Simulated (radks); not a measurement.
The numbers below are computed, except where a source is named.
Species: Ne. Configuration: [He] 2s2 2p4 3s2 (not the ground configuration). Code: a radial shooting solver on a logarithmic mesh with Libxc functionals. Model: scalar-relativistic Kohn-Sham, LDA (Slater exchange, Perdew-Wang correlation), spin-polarised, spherical densities, point nucleus; open shells are filled with parallel spins first.

X-ray form factor f0, the Fourier transform of the density (f0(0) = 10):

sin(theta)/lambda (1/angstrom),f0 (electrons)
0.05,9.453
0.1,8.346
0.15,7.372
0.2,6.650
0.25,6.050
0.3,5.485
0.4,4.411
0.5,3.500
0.6,2.809
0.8,1.992
1,1.615
1.25,1.380
1.5,1.218
2,0.930
